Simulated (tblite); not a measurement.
Species: C₆H₁₂ClNSi.
Structure used (GFN2-xTB), in Å, numbered top down from 1:
```
atom  x, y, z in Å
C1    -0.549   -1.764   -0.138
C2    -0.219   -0.269   -0.140
C3    -1.405    0.503   -0.732
N4    -2.613    0.265    0.038
C5     0.998   -0.035   -0.995
C6     2.103    0.405   -0.417
Cl7    3.568    0.685   -1.307
C8     2.138    0.680    1.050
Si9    0.333    0.375    1.587
H10   -0.712   -2.117   -1.155
H11   -1.457   -1.936    0.433
H12    0.264   -2.339    0.299
H13   -1.598    0.149   -1.751
H14   -1.132    1.572   -0.796
H15   -2.488    0.590    0.992
H16   -3.390    0.777   -0.365
H17    0.939   -0.250   -2.051
H18    2.489    1.696    1.235
H19    2.850    0.015    1.539
H20    0.194   -0.619    2.650
H21   -0.323    1.632    1.966
```

Level: GFN2-xTB in tblite, geometry and Hessian alike; calculated harmonic values, unscaled, isolated species. This tight-binding method is rough: wavenumbers can miss measured ones by several per cent, in bad cases by 10 to 20. Modes of hydrogen on silicon can be 10 to 20 % off. One conformer, not necessarily the lowest.

Harmonic wavenumbers (cm⁻¹): 50.0, 91.3, 118.8, 180.7, 209.2, 219.2, 245.6, 287.8, 311.4, 343.5, 361.7, 382.3, 439.4, 486.4, 538.8, 548.3, 608.7, 666.6, 748.7, 754.7, 769.9, 809.1, 845.3, 885.7, 940.8, 958.6, 999.3, 1022.9, 1077.7, 1095.9, 1109.4, 1154.5, 1169.7, 1207.1, 1218.7, 1257.2, 1285.7, 1359.4, 1402.1, 1456.3, 1486.9, 1492.8, 1502.0, 1559.2, 1699.2, 2226.8, 2280.0, 2803.2, 2934.9, 2970.6, 2994.9, 3014.4, 3029.4, 3053.1, 3083.1, 3381.7, 3416.7.

A = 2134, B = 685.3, C = 607.9 MHz; mass 161.043 u (most abundant isotopes); point group C1, symmetry number 1.

Task: What is the zero-point energy?

Result: ½Σν̃ = 36274 cm⁻¹ = 433.93 kJ/mol.

Task: What is S at 500 K and 1 bar for an ideal gas of classical rigid rotors and harmonic oscillators?

Result: Translation 182.98, rotation 133.10, vibration 231.48: S = 547.6 J/(mol K).

Task: And Cp and H(500 K) − H(0)?

Result: Cp = 270.39 J/(mol K), of which vibrations give 237.13 (their classical limit is 57 R = 473.9); H(500 K) − H(0) = 78.30 kJ/mol without the zero-point energy, 61.67 from vibrations.

Task: Which modes carry the vibrational entropy at 500 K?

Result: 50.0 cm⁻¹: 24.44; 91.3 cm⁻¹: 19.45; 118.8 cm⁻¹: 17.28; 180.7 cm⁻¹: 13.84; 209.2 cm⁻¹: 12.66; 219.2 cm⁻¹: 12.28 J/(mol K); the other 51 give 131.53 together.

Task: Blend soft modes into free rotors: weight 1/[1 + (100 cm⁻¹/ν̃)⁴] for the oscillator and the rest for a rotor with moment μB/(μ + B), μ = h/(8π²ν), B = 10⁻⁴⁴ kg m². What vibrational entropy results?

Result: 219.87 J/(mol K) in place of 231.48, which changes −T·S at 500 K by +5.81 kJ/mol.

Task: What must be added to the electronic energy to get the Gibbs energy at 500 K and 1 bar?

Result: ZPE + [H(500 K) − H(0)] − T·S = 433.93 + 78.30 − 273.78 = 238.45 kJ/mol.

Task: How do the functions run with temperature in this model?

Result: 
| T (K) | S (J/(mol K)) | Cp (J/(mol K)) | H − H(0) (kJ/mol) | G − H(0) (kJ/mol) | ln q(vib) |
| --- | --- | --- | --- | --- | --- |
| 150 | 332.4 | 108.7 | 10.06 | -39.80 | 2.71 |
| 250 | 400.2 | 160.7 | 23.55 | -76.50 | 5.56 |
| 298.15 | 430.5 | 184.8 | 31.87 | -96.50 | 6.98 |
| 400 | 491.6 | 231.7 | 53.13 | -143.49 | 10.02 |
| 600 | 599.8 | 302.1 | 106.98 | -252.88 | 15.95 |
| 900 | 736.1 | 369.1 | 208.51 | -453.96 | 24.30 |

q(vib) and H(0) count from the zero-point level.

Hindered rotation and anharmonicity are outside this model. Other conformers, if any are populated, would add a mixing term that is left out. The structure is chiral; the term R ln 2 for an equal mix with its mirror image is left out.
